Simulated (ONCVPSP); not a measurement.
# What one change does to a pseudopotential (molybdenum (Mo), ONCV)

ONCVPSP 4.0.1 input, shortened (lines: element, Z, core and valence counts, functional; n l f; lmax; l rc ep ncon nbas qcut; lloc lpopt rc5 dvloc0; l nproj debl; icmod fcfact rcfact), LDA (Perdew-Zunger), non-relativistic:

```
  Mo 42.00    6    4        3      upf
    1    0    2.00
    2    0    2.00
    2    1    6.00
    3    0    2.00
    3    1    6.00
    3    2   10.00
    4    0    2.00
    4    1    6.00
    4    2    5.00
    5    0    1.00
    2
    0    2.10    0.00    3    7    4.70
    1    1.55    0.00    3    8    7.10
    2    1.55    0.00    4    9    6.70
    2    5    1.55    0.00
    0    2    2.50
    1    2    1.50
    2    0    3.80
    0    0.00    0.00
```

Change: core correction Teter function, fcfact 4.25, rcfact 1.6.

Cutoffs: the cutoffs (Ha) at which the residual kinetic energy of the hardest occupied pseudo-wave falls to 1 and 0.1 mHa per electron; they do not see the model core or the augmentation charge, which bear on the density cutoff. Errors are all-electron minus pseudo energies relative to the spin-unpolarised reference configuration.

Predict the effect on cutoff, ghosts and configuration errors.

The potential gets neither clearly harder nor softer (19 Ha and 24 Ha → 19 Ha and 24 Ha); of the 4 tests that both files solve, the error grows in 4 and shrinks in 0 by more than 15 % and 0.3 meV (median size 0.4 → 1.3 meV); neither file shows a bound ghost. A model core, the more so a compact one, raises the density cutoff, which this test does not measure.

| quantity | base | changed |
| --- | --- | --- |
| cutoff, loose | 19 Ha | 19 Ha |
| cutoff, tight | 24 Ha | 24 Ha |
| bound ghosts | none | none |
| GHOST(+) flags under 300 eV | none | none |
| error for 4s2 4p6 4d5 5s0, meV [ΔE 6.80 eV] | -0.6 | -1.6 |
| error for 4s2 4p6 4d4 5s0, meV [ΔE 22.72 eV] | -0.2 | -0.7 |
| error for 4s2 4p6 4d3 5s0, meV [ΔE 50.03 eV] | -1.1 | -5.9 |
| error for 4s2 4p6 4d4 5s1, meV [ΔE 8.57 eV] | +0.2 | -1.0 |
| s: phases at 2.13 bohr within 0.05 rad from the reference energy up to (Ha; the scan ends near 5) | 3.2 | 3.2 |
| p: phases at 1.57 bohr within 0.05 rad from the reference energy up to (Ha; the scan ends near 5) | 3.7 | 3.7 |
| d: phases at 1.57 bohr within 0.05 rad from the reference energy up to (Ha; the scan ends near 5) | 4.9 | 4.9 |
